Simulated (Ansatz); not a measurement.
Program: Ansatz. Geometries: PBE0-D4/def2-TZVP. ΔE: electronic, gas phase. CCSD(T)/CBS is the MP2 limit (def2-TZVPP, def2-QZVPP) plus CCSD(T) − MP2 in def2-TZVPP, frozen cores. This one scheme is used for every species. DFT in def2-TZVPP. For Ge outer-core shells are correlated without core-valence functions, which leaves a few kJ/mol of doubt a bond. Scalar relativity is left out up to krypton. Each species was taken in one conformer, which may not be the lowest.

Consider the ligand exchange at a Ge–Cl bond: `CC[O][Ge]([Cl])([O]CC)[O]CC` + H–F → `CC[O][Ge]([F])([O]CC)[O]CC` + HCl.

`CC[O][Ge]([Cl])([O]CC)[O]CC`:

Z-matrix (Å, degrees):
```
C
C 1 1.507
H 1 1.092 2 110.5
H 1 1.093 2 110.3 3 -119.9
H 1 1.092 2 110.6 3 120.0
O 2 1.422 1 108.5 3 -60.0
H 2 1.097 1 110.4 3 60.6
H 2 1.097 1 110.4 3 179.3
Ge 6 1.755 2 120.5 1 -179.3
Cl 9 2.133 6 109.7 2 -52.9
O 9 1.745 6 106.9 2 -174.8
O 9 1.747 6 113.0 2 65.2
C 11 1.424 9 120.2 6 53.9
C 12 1.426 9 118.7 6 64.1
C 13 1.507 11 108.4 9 -177.1
H 13 1.097 11 109.8 9 62.3
H 13 1.096 11 110.0 9 -56.1
C 14 1.507 12 108.3 9 -176.1
H 14 1.096 12 109.8 9 63.1
H 14 1.098 12 110.2 9 -55.3
H 15 1.093 13 110.2 11 -179.6
H 15 1.092 13 110.6 11 60.4
H 15 1.092 13 110.6 11 -59.6
H 18 1.093 14 110.2 12 -179.7
H 18 1.092 14 110.6 12 60.3
H 18 1.092 14 110.5 12 -59.7
```

H–F:

Z-matrix (Å, degrees):
```
F
H 1 0.920
```

`CC[O][Ge]([F])([O]CC)[O]CC`:

```xyz
26

C     3.093   -2.155   -1.427
C     1.991   -1.171   -1.726
O     1.735   -0.412   -0.547
Ge    0.388    0.691   -0.512
F     0.527    1.852   -1.777
O     0.459    1.471    1.044
C    -0.492    2.483    1.366
C    -0.317    2.854    2.816
O    -1.155   -0.071   -0.845
C    -1.614   -1.106    0.017
C    -2.955   -1.580   -0.480
H     3.998   -1.630   -1.118
H     2.797   -2.832   -0.624
H     3.321   -2.748   -2.316
H     2.284   -0.501   -2.542
H     1.082   -1.699   -2.044
H    -1.511    2.120    1.184
H    -0.335    3.357    0.724
H     0.695    3.222    2.996
H    -0.486    1.988    3.458
H    -1.026    3.638    3.094
H    -0.896   -1.936    0.030
H    -1.698   -0.734    1.046
H    -2.872   -1.963   -1.499
H    -3.338   -2.378    0.162
H    -3.675   -0.760   -0.480
```

HCl:

Cartesian coordinates in Å:
```
Cl -0.612 -0.125 0.137
H 0.612 0.125 -0.137
```

| species | LC-ωPBE energy (Eh) |
| --- | --- |
| `CC[O][Ge]([Cl])([O]CC)[O]CC` | -3000.18680 |
| H–F | -100.44042 |
| `CC[O][Ge]([F])([O]CC)[O]CC` | -2639.92863 |
| HCl | -460.69673 |

(1) Work out ΔE.

Largest T1 diagnostic among the species: 0.012.

Results:

(1) ΔE = (-2639.92863) + (-460.69673) − (-3000.18680) − (-100.44042) = 0.00186 Eh = +1.2 kcal/mol. CCSD(T)/CBS gives +3.5 kcal/mol.

At CCSD(T), def2-SVP lies −3.3 kcal/mol from the extrapolated value and def2-TZVPP −1.0 kcal/mol. Leaving LDA and LC-ωPBE aside and taking each functional with its dispersion term where it has one, the values, not all of them listed here, spread over 3.0 kcal/mol, from CAM-B3LYP-D4 to revPBE-D4. LDA lies +0.8 kcal/mol from PBE without D4. In def2-TZVPP, CCSD(T) changes the Hartree–Fock value by +2.7 kcal/mol (the triples alone add +0.6 kcal/mol) and MP2 by +4.4 kcal/mol.
